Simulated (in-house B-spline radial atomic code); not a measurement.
P+ is squeezed into an impenetrable sphere of radius R (the orbitals vanish at R). No spin polarisation. Computed with an all-electron radial atomic-structure program (B-spline basis): non-relativistic Hartree-Fock, average of configuration, point nucleus.

Energies in eV above the free ion in [Ne] 3s2 3p2:

| R (bohr) | highest level (eV) | [Ne] 3s2 3p2 | [Ne] 3s1 3p3 | [Ne] 3s1 3p2 3d1 | -dE/dV in [Ne] 3s2 3p2 (GPa) |
| --- | --- | --- | --- | --- | --- |
| 8.43 | -18.9 | 0.001063 | 9.351 | 20 | 0.00252 |
| 5.57 | -18.7 | 0.2326 | 9.659 | 21.27 | 1.17 |
| 4.66 | -18 | 1.182 | 10.83 | 23.39 | 8.29 |
| 4.6 | -17.9 | 1.315 | 10.99 | 23.63 | 9.45 |
| 3.34 | -12.7 | 12.06 | 23.09 | 38.23 | 164 |
| 2.92 | -7.4 | 25.48 | 37.55 | 53.7 | 463 |
| 2.64 | -1.34 | 42.4 | 55.42 | 72.01 | 964 |
| 2.19 | 17.1 | 99.5 | 114.5 | 130 | 3510 |
| 1.86 | 45.2 | 195 | 211.1 | 221.5 | 10300 |
| 1.44 | 129 | 510.7 | 523.6 | 509.7 | 53000 |

Q: Does [Ne] 3s1 3p3 fall below [Ne] 3s2 3p2 under compression?

A: No, it stays above over the whole range.

Q: Does [Ne] 3s1 3p2 3d1 fall below [Ne] 3s2 3p2 under compression?

A: Yes, between R = 1.86 and 1.44 bohr the order changes (near 1.46 bohr by linear interpolation).

The highest level is first positive in the row R = 2.19 bohr, pushed up by confinement above the zero of the free ion's potential. Each configuration is held fixed and needn't be the lowest in the sphere.
